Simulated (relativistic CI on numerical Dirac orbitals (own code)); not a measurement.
Nb35+: sensitivity of the levels to the model

Base calculation: Dirac-Coulomb-Breit CI, orbitals from a KLI potential per configuration, model QED (radiative potential, 1s self-energy scaled to tabulated hydrogen-like ionisation energies), unscaled Slater integrals.

CI space (outside the closed core 1s2): 2s²2p², 2s2p³, 2p⁴, 2p³3s, 2p³3p, 2p³3d, 2s²2p3s, 2s²2p3p, 2s²2p3d, 2s2p²3s, 2s2p²3p, 2s2p²3d, 2s²2p4s, 2s²2p4p, 2s²2p4d, 2s²2p4f. Levels of other configurations are missing.

The lowest level and the first level of each name with at least 55 % of one term (blank where a level has no safe partner in the second run):

| Level | Base (eV) | Shift (eV) |
| --- | --- | --- |
| 2s²2p² ³P0 | 0.00 | 0.00 |
| 2s²2p² ³P1 | 92.25 | +0.14 |
| 2s²2p² ¹D2 | 104.45 | +0.13 |
| 2s²2p² ³P2 | 205.13 | +0.14 |
| 2s2p³ ⁵S°2 | 213.26 | -0.32 |
| 2s²2p² ¹S0 | 233.30 | -0.30 |
| 2s2p³ ³D°2 | 305.87 | -0.12 |
| 2s2p³ ³D°3 | 329.26 | +0.06 |
| 2s2p³ ³P°0 | 354.53 | -0.19 |
| 2s2p³ ¹D°2 | 372.86 | +0.34 |
| 2p⁴ ³P2 | 514.12 | +0.20 |
| 2p⁴ ³P1 | 612.61 | +0.12 |
| 2p⁴ ¹D2 | 626.60 | +0.36 |
| 2s²2p3s ³P°0 | 2704.05 |  |

At this charge energies of transitions that change n are usually good to better than 1 %, and those within a shell (Δn = 0) to a few per cent.

(1) One thing was changed in a second run, which moved the levels as shown. Which?
A. configuration mixing switched off
B. only the first 3 configurations
C. Breit term removed
D. QED terms removed

Answers

(1) B. Only the first 3 configurations. With fewer configurations the levels that remain lose their mixing partners.

LS names give the leading component of a level, which can be under half, so a name can repeat, a term be missing and a line seem to break the LS rules.
